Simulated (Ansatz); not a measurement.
Reaction (formal exchange of groups at the Se–Ge bond): `C[O][Ge]([F])([Cl])[SeH]` + `C=C(O)CO` → `C=C([SeH])CO` + `C[O][Ge]([OH])([F])[Cl]`

Program: Ansatz. Geometries: PBE0-D4/def2-TZVP. ΔE: electronic, gas phase. CBS: MP2 limit from def2 TZ/QZ plus the TZ coupled-cluster correction, frozen cores. DFT in def2-TZVPP. B3LYP here is the variant with VWN-RPA as its local correlation; programs differ in this. For Ge, Se outer-core shells are correlated without core-valence functions, which leaves a few kJ/mol of doubt a bond. Scalar relativity is left out up to krypton. Each species was taken in one conformer, which may not be the lowest.

`C[O][Ge]([F])([Cl])[SeH]`:

```xyz
10

C    -0.133   -0.933   -1.404
O     0.023    0.308   -0.729
Ge    0.243    0.331    1.004
F    -1.058   -0.594    1.670
Cl    2.003   -0.711    1.600
Se    0.279    2.506    1.778
H     0.759   -1.558   -1.301
H    -1.002   -1.485   -1.034
H    -0.281   -0.705   -2.460
H    -0.833    2.840    0.876
```

`C=C(O)CO`:

Z-matrix (Å, degrees):
```
C
O 1 1.419
C 1 1.500 2 111.1
H 1 1.094 2 105.1 3 118.4
H 1 1.094 2 112.3 3 -124.3
H 2 0.962 1 108.2 3 70.1
O 3 1.353 1 113.7 2 41.2
C 3 1.328 1 124.1 2 -140.8
H 7 0.967 3 106.9 1 -14.8
H 8 1.081 3 119.9 1 1.7
H 8 1.082 3 121.3 1 -176.9
```

`C=C([SeH])CO`:

Cartesian coordinates in Å:
```
C -1.354 0.504 -0.776
C -0.204 0.564 -0.122
Se 0.554 2.254 0.343
C 0.642 -0.623 0.206
O -0.020 -1.808 -0.164
H -1.939 1.392 -0.982
H -1.728 -0.453 -1.120
H 1.002 1.840 1.682
H 1.604 -0.516 -0.315
H 0.861 -0.610 1.285
H 0.582 -2.543 -0.036
```

`C[O][Ge]([OH])([F])[Cl]`:

Cartesian coordinates in Å:
```
C -0.561 1.271 0.903
O -0.356 0.625 -0.345
Ge 0.391 -0.947 -0.422
O 0.564 -1.397 -2.092
F 1.932 -0.853 0.338
Cl -0.675 -2.442 0.622
H -1.221 0.687 1.551
H 0.385 1.451 1.422
H -1.036 2.230 0.693
H 0.576 -0.627 -2.669
```

| level | ΔE (kJ/mol) | difference from CCSD(T)/CBS |
| --- | --- | --- |
| PBE-D4 | 32.5 | 22.5 |
| r2SCAN-D4 | 25.0 | 15.0 |
| PBE0-D4 | 28.0 | 18.0 |
| B3LYP-D4 | 24.2 | 14.2 |
| ωB97X-V | 19.6 | 9.6 |
| ωB97M-V | 21.0 | 11.0 |
| B2PLYP | 15.6 | 5.6 |
| PBE | 33.2 | 23.2 |
| r2SCAN | 25.1 | 15.1 |
| PBE0 | 28.5 | 18.5 |
| B3LYP | 25.5 | 15.5 |
| HF/def2-TZVPP | 11.2 | 1.2 |
| MP2/def2-TZVPP | 1.3 | -8.7 |
| SCS-MP2/def2-TZVPP | 0.5 | -9.5 |
| CCSD/def2-TZVPP | 6.2 | -3.8 |
| CCSD(T)/def2-TZVPP | 6.7 | -3.3 |
| HF/def2-QZVPP | 9.6 | -0.4 |
| MP2/def2-QZVPP | 2.6 | -7.4 |
| SCS-MP2/def2-QZVPP | 1.2 | -8.8 |
| HF/CBS(def2) | 9.4 | -0.6 |
| MP2/CBS(def2) | 4.5 | -5.5 |
| CCSD/CBS(def2) | 9.5 | -0.5 |
| CCSD(T)/CBS | 10.0 | 0 |

Largest T1 diagnostic among the species: 0.012.

In def2-TZVPP, CCSD(T) changes the Hartree–Fock value by −4.4 kJ/mol (the triples alone add +0.5 kJ/mol) and MP2 by −9.9 kJ/mol. From PBE to PBE0 (25 % exact exchange), in def2-TZVPP and without D4, ΔE moves by −4.7 kJ/mol.
